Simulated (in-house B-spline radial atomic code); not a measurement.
Radial electron density of Eu⁺, [Xe] 4f7 6s1. All numbers are computed (scalar-relativistic (X2C) B97-1, spin-polarised, spherical fractional occupations, exact exchange averaged over the configuration; Fermi nucleus of rms radius 5.1115 fm) with a radial B-spline atomic code at the basis-set limit, not measured.

One-electron X2C: radii and densities carry no picture-change correction, so inner-shell <1/r> comes out high (for 1s by about 2 % at Z = 33, 5 % at 54, 10 % at 75, 30 % at 118) and <r> low.

Columns: r (bohr), 4πr²n(r) (electrons per bohr), bar.

```
0.000627        3 #
0.000787    4.207 ##
0.000987    5.867 ##
 0.00124    8.155 ###
 0.00155    11.18 ####
 0.00195    15.31 ######
 0.00245     20.7 ########
 0.00307    27.49 ###########
 0.00385    35.87 ##############
 0.00483    45.75 ##################
 0.00606    56.68 #######################
 0.00761    67.76 ###########################
 0.00955     77.4 ###############################
   0.012     83.8 #################################
   0.015    85.36 ##################################
  0.0189    81.97 #################################
  0.0237    76.24 ##############################
  0.0297     73.3 #############################
  0.0372    78.45 ###############################
  0.0467    92.45 #####################################
  0.0586    107.3 ###########################################
  0.0736    110.3 ############################################
  0.0923    97.89 #######################################
   0.116    83.98 #################################
   0.145    86.08 ##################################
   0.182    96.98 #######################################
   0.229    89.23 ####################################
   0.287    60.05 ########################
    0.36    40.51 ################
   0.452    44.14 ##################
   0.567    46.88 ###################
   0.711    34.66 ##############
   0.892    20.05 ########
    1.12    12.88 #####
     1.4    9.597 ####
    1.76    5.994 ##
    2.21    2.781 #
    2.78    1.083 
    3.48   0.5103 
    4.37   0.2758 
    5.48   0.1149 
    6.88  0.03003 
    8.63 0.004318 
    10.8 0.000281 
    13.6 5.96e-06
```

On this grid the curve has 4 maxima, near 0.015, 0.0736, 0.182, 0.567 bohr.

The 6s up radial function P(r) = rR(r), positive near the nucleus:

```csv
r (bohr),P
0.000317,0.007208
0.0005,0.0102
0.000787,0.0143
0.00124,0.01987
0.00195,0.02711
0.00307,0.03601
0.00483,0.04561
0.00761,0.0531
0.012,0.05232
0.0189,0.03361
0.0297,-0.01004
0.0467,-0.06492
0.0736,-0.07385
0.116,0.02132
0.182,0.1167
0.287,-0.01076
0.452,-0.1702
0.711,0.06559
1.12,0.2747
1.76,-0.07145
2.78,-0.5284
4.37,-0.5047
6.88,-0.1729
10.8,-0.01676
```
